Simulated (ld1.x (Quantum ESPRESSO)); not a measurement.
# u(r) = r·R(r): atom against pseudo-atom (palladium)

Columns: radius, all-electron u(r) and pseudo u(r) of the 5s shell (level -3.62 eV) of palladium in the configuration [Kr] 4d10 5s0 5p0; LDA (PZ), scalar-relativistic, TM semilocal scheme, ld1.x (Quantum ESPRESSO) 7.5.

```csv
r (bohr),all-electron,pseudo
0.202,0.0890,0.0177
0.405,0.0506,0.0383
0.607,-0.2047,0.0644
0.810,-0.2431,0.1000
1.012,-0.1207,0.1481
1.215,0.0534,0.2118
1.418,0.2182,0.2896
1.620,0.3517,0.3744
1.822,0.4512,0.4550
2.025,0.5204,0.5203
2.228,0.5641,0.5640
2.430,0.5874,0.5874
2.632,0.5951,0.5951
2.835,0.5911,0.5911
3.037,0.5782,0.5782
3.240,0.5589,0.5589
3.442,0.5352,0.5352
3.645,0.5085,0.5085
3.847,0.4801,0.4801
4.050,0.4507,0.4507
4.252,0.4213,0.4213
4.455,0.3921,0.3921
4.658,0.3636,0.3636
4.860,0.3364,0.3364
5.062,0.3103,0.3103
5.265,0.2855,0.2855
```

How many radial nodes do the two functions have?

The all-electron 5s function has n − l − 1 = 4 (the table is too coarse to show those close to the nucleus); the pseudo-wave has 0, since the states of the same l below it are removed with the core.

At about which radius was the pseudo-wave matched?

2.50 bohr. The columns agree to 0.0005 from 2.02 bohr on; several derivatives are matched, so the curves merge somewhat inside the radius.

Where does each function peak?

Outermost all-electron maximum near 2.63 bohr, pseudo maximum near 2.63 bohr (to the table’s step).

Is the pseudo-wave norm-conserving?

Yes: the TM semilocal scheme keeps the norm inside the radius equal to the all-electron one, which fixes the energy derivative of the logarithmic derivative at the level.
